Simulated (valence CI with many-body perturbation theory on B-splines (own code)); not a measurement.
**E1 transitions of Ho¹⁸⁺**

Method: relativistic CI+MBPT: three valence electrons over a frozen Dirac-Fock core [Kr] 4d10, radial functions for each j: 8 s, 8 p, 9 d, 9 f, 6 g, 3 h, 2 i, with the one-electron correlation potential Σ1, the two-electron term Σ2, the three-electron term Σ3, Breit, model QED; selected CI, second order for the rest (own B-spline code, finite nucleus).

No measured levels were compared; by estimate terms of the open shell hold to a few per cent of their energy, and close levels can change places. Core correlation moves these levels by up to 40000 cm⁻¹, and in measured spectra 5 to 20 % of such shifts remained as error; rates that hang on mixing are uncertain with them.

Lines 1 to 50 of 201 in falling wavelength, among levels below 339740 cm⁻¹, chosen from the strongest by gf and those to the six lowest levels. Wavelengths and rates use the calculated energies, so an error of 2000 cm⁻¹ moves a line at 72.51 nm by 1.5 % and its rate by three times that or more. Electric multipoles are in the length gauge, E1 and E2 with the static RPA response of the core. Weak lines are less certain than strong ones. Lines between different terms over intervals too small for the method are left out, as are lines whose strength nearly cancels. Where a level lies close to another of its J and parity, the split of strength between their lines is uncertain. The highest levels of a list are the least certain.

Names give the largest LS component (configuration and term), which can be under half, so a name can repeat, a term be missing and a line seem to break the LS rules; names also repeat where a configuration has a term twice. Letters in brackets count levels of one name in rising energy.

| λ vac (nm) | Upper | Lower | A (s⁻¹) | S (a.u.) with core polarisation | S without |
| --- | --- | --- | --- | --- | --- |
| 72.51 | 4f2.5s 4F_9/2 | 4f3 2F°_7/2 [b] | 8.09e+02 | 1.52e-06 | 1.74e-06 |
| 66.05 | 4f2.5s 2G_9/2 | 4f3 2F°_7/2 [b] | 1.85e+03 | 2.64e-06 | 2.42e-06 |
| 63.75 | 4f2.5s 2F_7/2 | 4f3 2F°_7/2 [b] | 2.59e+03 | 2.65e-06 | 1.91e-06 |
| 62.60 | 4f2.5s 2D_3/2 | 4f3 2F°_5/2 [c] | 4.95e+03 | 2.40e-06 | 2.36e-06 |
| 61.45 | 4f2.5s 2D_5/2 | 4f3 2F°_7/2 [b] | 1.93e+03 | 1.33e-06 | 9.12e-07 |
| 55.96 | 4f2.5s 4P_5/2 | 4f3 2F°_7/2 [b] | 2.23e+03 | 1.16e-06 | 8.56e-07 |
| 54.66 | 4f2.5s 2G_7/2 | 4f3 2G°_7/2 | 1.14e+04 | 7.33e-06 | 8.12e-06 |
| 54.37 | 4f2.5s 2F_5/2 | 4f3 2G°_7/2 | 2.11e+04 | 1.00e-05 | 7.66e-06 |
| 53.76 | 4f2.5s 2G_7/2 | 4f3 2G°_9/2 [b] | 5.72e+03 | 3.51e-06 | 2.23e-06 |
| 52.16 | 4f2.5s 2G_9/2 | 4f3 2G°_7/2 | 3.60e+03 | 2.52e-06 | 2.39e-06 |
| 51.34 | 4f2.5s 2G_9/2 | 4f3 2G°_9/2 [b] | 2.06e+04 | 1.38e-05 | 1.47e-05 |
| 51.22 | 4f2.5s 4H_9/2 | 4f3 2H°_9/2 [b] | 1.73e+03 | 1.15e-06 | 9.53e-07 |
| 50.71 | 4f2.5s 2F_7/2 | 4f3 2G°_7/2 | 8.90e+03 | 4.58e-06 | 4.59e-06 |
| 49.96 | 4f2.5s 2F_5/2 | 4f3 2F°_7/2 [a] | 4.21e+03 | 1.55e-06 | 1.43e-06 |
| 49.94 | 4f2.5s 2F_7/2 | 4f3 2G°_9/2 [b] | 3.84e+04 | 1.89e-05 | 1.65e-05 |
| 49.65 | 4f2.5s 2G_7/2 | 4f3 2F°_5/2 [b] | 3.45e+03 | 1.67e-06 | 1.59e-06 |
| 49.50 | 4f2.5s 2H_9/2 | 4f3 2H°_11/2 [b] | 3.44e+03 | 2.06e-06 | 1.47e-06 |
| 48.73 | 4f2.5s 4H_9/2 | 4f3 2I°_11/2 | 2.47e+03 | 1.41e-06 | 6.36e-07 |
| 48.58 | 4f2.5s 4F_7/2 | 4f3 2F°_5/2 [a] | 2.01e+03 | 9.09e-07 | 6.14e-07 |
| 48.25 | 4f2.5s 4F_9/2 | 4f3 2H°_11/2 [b] | 5.00e+03 | 2.77e-06 | 2.46e-06 |
| 47.86 | 4f2.5s 2H_9/2 | 4f3 2H°_9/2 [b] | 7.45e+03 | 4.03e-06 | 2.97e-06 |
| 47.41 | 4f2.5s 2H_9/2 | 4f3 4D°_7/2 | 2.40e+03 | 1.26e-06 | 1.31e-06 |
| 47.37 | 4f2.5s 4F_3/2 | 4f3 4D°_1/2 | 8.04e+03 | 1.69e-06 | 1.53e-06 |
| 46.85 | 4f2.5s 2F_7/2 | 4f3 2F°_7/2 [a] | 7.60e+03 | 3.09e-06 | 4.20e-06 |
| 46.82 | 4f2.5s 4H_11/2 | 4f3 2I°_11/2 | 1.53e+03 | 9.30e-07 | 1.30e-06 |
| 46.81 | 4f2.5s 2F_5/2 | 4f3 2F°_5/2 [a] | 8.70e+03 | 2.64e-06 | 2.90e-06 |
| 46.71 | 4f2.5s 4F_7/2 | 4f3 4D°_7/2 | 2.53e+03 | 1.02e-06 | 8.87e-07 |
| 46.69 | 4f2.5s 4F_9/2 | 4f3 2H°_9/2 [b] | 2.49e+03 | 1.25e-06 | 1.18e-06 |
| 46.55 | 4f2.5s 2F_5/2 | 4f3 2D°_3/2 [c] | 1.04e+04 | 3.12e-06 | 1.94e-06 |
| 46.44 | 4f2.5s 2H_11/2 | 4f3 2H°_11/2 [b] | 1.29e+04 | 7.68e-06 | 5.67e-06 |
| 46.37 | 4f2.5s 2F_7/2 | 4f3 2F°_5/2 [b] | 6.43e+03 | 2.53e-06 | 1.07e-06 |
| 46.26 | 4f2.5s 4F_9/2 | 4f3 4D°_7/2 | 2.42e+04 | 1.18e-05 | 1.19e-05 |
| 45.80 | 4f2.5s 4F_5/2 | 4f3 4D°_3/2 | 1.83e+04 | 5.20e-06 | 4.95e-06 |
| 45.72 | 4f2.5s 4F_5/2 | 4f3 4D°_5/2 | 3.92e+03 | 1.11e-06 | 9.67e-07 |
| 45.68 | 4f2.5s 2G_7/2 | 4f3 2H°_9/2 [b] | 1.46e+04 | 5.48e-06 | 5.33e-06 |
| 45.68 | 4f2.5s 2H_9/2 | 4f3 2I°_11/2 | 6.36e+04 | 2.99e-05 | 2.62e-05 |
| 45.60 | 4f2.5s 2D_5/2 | 4f3 2F°_7/2 [a] | 6.70e+03 | 1.88e-06 | 9.05e-07 |
| 45.30 | 4f2.5s 2G_9/2 | 4f3 2H°_11/2 [b] | 1.20e+04 | 5.51e-06 | 4.87e-06 |
| 45.14 | 4f2.5s 2D_5/2 | 4f3 2F°_5/2 [b] | 7.03e+03 | 1.91e-06 | 2.29e-06 |
| 44.92 | 4f2.5s 2D_3/2 | 4f3 2F°_5/2 [b] | 1.13e+04 | 2.02e-06 | 1.65e-06 |
| 44.71 | 4f2.5s 4H_9/2 | 4f3 4G°_7/2 [b] | 4.18e+03 | 1.85e-06 | 1.52e-06 |
| 44.65 | 4f2.5s 4F_7/2 | 4f3 4D°_5/2 | 3.06e+04 | 1.07e-05 | 1.10e-05 |
| 44.61 | 4f2.5s 4F_9/2 | 4f3 2I°_11/2 | 1.64e+04 | 7.21e-06 | 5.67e-06 |
| 44.33 | 4f2.5s 4F_3/2 | 4f3 2P°_1/2 | 8.62e+03 | 1.48e-06 | 1.23e-06 |
| 44.20 | 4f2.5s 2H_11/2 | 4f3 2I°_13/2 | 1.40e+05 | 7.14e-05 | 6.33e-05 |
| 44.07 | 4f2.5s 2F_7/2 | 4f3 2F°_5/2 [a] | 6.21e+03 | 2.10e-06 | 1.35e-06 |
| 43.82 | 4f2.5s 4H_7/2 | 4f3 4G°_5/2 | 1.42e+04 | 4.71e-06 | 4.24e-06 |
| 43.77 | 4f2.5s 2F_5/2 | 4f3 2D°_3/2 [b] | 6.68e+03 | 1.66e-06 | 9.59e-07 |
| 43.73 | 4f2.5s 2H_9/2 | 4f3 4G°_11/2 | 2.33e+03 | 9.62e-07 | 8.78e-07 |
| 43.54 | 4f2.5s 2G_9/2 | 4f3 4D°_7/2 | 1.75e+04 | 7.14e-06 | 6.97e-06 |
